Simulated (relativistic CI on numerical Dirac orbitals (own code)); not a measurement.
Radial Dirac CI calculation of Mo II.

Command:

```sh
python run_levels.py task.json out
```

Input:

```
atom Mo  Z=42  charge=1  electrons=41
nucleus A=98  rms_radius_fm=4409.1000
hamiltonian dirac-coulomb  breit=on  qed=on  c_scale=1
orbitals kli  potential=per-configuration
slater_scale 1
correlation none
mixing on
grid step=0.0125 r_max=74.5
scf mixing=0.4 start=green max_iterations=56 tolerance=2e-08 node_fill=0.05
configurations
  [Kr] 4d5
end
```

Output:

```
SCF 1: [Kr] 4d5
 iter      energy (Ha)   residual   last orbital (Ha)
    1     -2545.397467   6.52e-01     -0.97141
    2     -2546.285628   3.45e-01     -0.89615
    3     -2546.650212   2.38e-02     -0.83160
    4     -2546.654870   2.02e-03     -0.84960
    5     -2546.655085   1.02e-03     -0.84805
    6     -2546.654991   1.80e-04     -0.84671
    7     -2546.654998   3.12e-05     -0.84692
    8     -2546.654997   1.14e-06     -0.84690
    9     -2546.654997   1.15e-06     -0.84690
   10     -2546.654997   8.85e-09     -0.84690
orbital energies (Ha): 3p3/2 -12.3138  3d3/2 -11.3836  3d5/2 -11.2519  4s -1.0855  4p1/2 -1.6358  4p3/2 -1.6251  4d3/2 -0.8584  4d5/2 -0.8469
configuration averages (Ha): Dirac-Coulomb, Breit, QED
  4d5                          -2546.654997    0.639528    0.065428
levels: no., configuration, term, J, E (cm-1), weight
   1 4d5                    6S   5/2              0.0  1.00
   2 4d5                    4G   5/2          26075.9  0.98
   3 4d5                    4G   7/2          26222.6  0.99
   4 4d5                    4G   11/2         26288.9  0.99
   5 4d5                    4G   9/2          26316.9  1.00
   6 4d5                    4P   5/2          29703.1  0.73
   7 4d5                    4P   3/2          30014.5  0.77
   8 4d5                    4P   1/2          30438.5  0.89
   9 4d5                    4D   7/2          32376.0  0.98
  10 4d5                    4D   1/2          32789.5  0.89
  11 4d5                    4D   3/2          33130.6  0.77
  12 4d5                    4D   5/2          33172.7  0.75
  13 4d5                    2I   11/2         37438.7  0.97
  14 4d5                    2I   13/2         37762.9  1.00
lowest total energy -2546.152492 Ha
end: converged
```

Against the reference input this run has: nuclear radius 4409.1 fm. The reference run ends at -4043.028340 Ha with Breit and QED terms. The iteration limit was 56 against 150. With a changed speed of light or nuclear radius the levels are not those of the real ion, and the QED model is not rescaled. This setting is bad on purpose; its numbers may not be properties of the ion.

With so few configurations and no correlation, terms lie too far apart (by 10 to 50 % or more near neutrality), their order can be wrong, and levels of other configurations are missing. Terms and fine structure of an open d or f shell near neutrality can be off by tens of per cent either way.
